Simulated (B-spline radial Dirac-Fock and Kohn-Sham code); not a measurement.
**Satellites and hypersatellites of the K lines of Se⁷⁺**

System: the Se⁷⁺ ion in the configuration [Ar] 3d9.

These are calculated numbers from a radial atomic solver; the model is Dirac-Fock energy differences between relaxed states, corrected for Breit and QED terms. Each two-hole energy is an average over J within one jj subconfiguration, not an observable level; in light atoms, where LS coupling holds, the j-resolved values are not observed lines, and for a K spectator the Kα1 hypersatellite is nearly forbidden. Correlation and solid-state effects are left out.

Lines without a spectator: Kα2 (K-L2) 11181.9 eV, Kα1 (K-L3) 11222.9 eV, Kβ3 (K-M2) 12497.3 eV, Kβ1 (K-M3) 12503.4 eV. Shifts in eV with one spectator hole (a dash: not computed, or left out as unreliable):

| spectator hole | Kα2 | Kα1 | Kβ3 | Kβ1 |
| --- | --- | --- | --- | --- |
| L2 (2p1/2) | +36.7 | +45.1 | – | +100.1 |
| L3 (2p3/2) | +40.1 | +38.9 | +94.7 | – |
| M2 (3p1/2) | – | +4.21 | +10.22 | +12.62 |
| M3 (3p3/2) | +3.66 | – | +11.68 | +11.15 |

Question: Where does the K-L3 hypersatellite lie, emitted when both K electrons are missing?

Answer: +371.9 eV from the normal line, at 11594.8 eV. Removing both K electrons costs 26107.5 eV, which is 509.2 eV more than twice the K binding energy.

With n spectator holes in 2p, averaged over the 2p shell (energies in eV):

```csv
n,KαLⁿ,step,hypersatellite KαʰLⁿ
0,11209.2,–,11579.5
1,11250.0,+40.7,11621.5
2,11291.9,+41.9,11664.6
3,11334.9,+43.1,11709.0
4,11379.2,+44.2,11754.5
5,11424.6,+45.4,11801.2
```

Run: 9.6 s of CPU time on 1 thread of AMD EPYC 9R45 96-Core Processor (shared host), peak memory 0.37 GiB.
